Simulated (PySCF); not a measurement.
**How good is the calculation?**

Geometry (Å), atoms numbered from 1 in this order:
```xyz
14

C     1.5830    0.6848    0.4196
C     0.7283    0.1418   -0.7122
C    -0.3102   -0.8811   -0.2845
S    -1.7595   -0.2315    0.5160
O    -2.6533   -1.3073    0.7870
O    -1.4082    0.7079    1.5290
Cl   -2.5879    0.8489   -1.0275
H     2.1323   -0.1199    0.9155
H     0.9776    1.1933    1.1699
H     2.3149    1.3957    0.0328
H     0.2332    0.9544   -1.2504
H     1.3659   -0.3585   -1.4477
H     0.0789   -1.5803    0.4638
H    -0.7056   -1.4623   -1.1188
```

What is known from experiment: δ ¹³C C3 67.1; C2 18.4; C1 12.1 ppm (measured; solution, not stated per compound (mostly CDCl3 or CCl4); Pretsch, Buehlmann, Badertscher, Structure Determination of Organic Compounds, 4th ed. (2009)).

PySCF 2.14 calculation with geometry from PBE0-D3(BJ)/def2-TZVP and B97-2/pcSseg-2 with gauge-including orbitals; fast rotation and ring inversion assumed for equivalent nuclei, in vacuum, non-relativistic, a single conformation.

(1) What does the calculation give, and how does it compare?

(2) How far are the unscaled ¹³C shifts from the references?

Results:

(1) 
Reference values: measured (solution, not stated per compound (mostly CDCl3 or CCl4); Pretsch, Buehlmann, Badertscher, Structure Determination of Organic Compounds, 4th ed. (2009)).
| atoms | quantity | reference | computed | computed, scaled |
| --- | --- | --- | --- | --- |
| C3 | δ ¹³C | 67.1 | 68.6 | 64.1 |
| C2 | δ ¹³C | 18.4 | 22.6 | 19.7 |
| C1 | δ ¹³C | 12.1 | 14.2 | 11.6 |

Computed shifts are σ(ref) − σ with the named reference compound (TMS for H and C) calculated as an isolated molecule at the same level. The measured values may be among those fitted. Empirical linear scaling, fitted to shifts measured mostly in CDCl3 for H and C (δ vs TMS): ¹³C: δ = 176.83 − 0.965σ (rms 2.0 ppm, 507 shifts, 2.1 ppm with the 1 outlier that the fit left out). A few per cent of atoms miss by over 2 rms, more outside the fitted compound classes.

(2) Mean signed difference +2.60 ppm, mean absolute 2.60 ppm over 3 comparisons; the largest is +4.2 ppm at C2 (sp3 CH2).
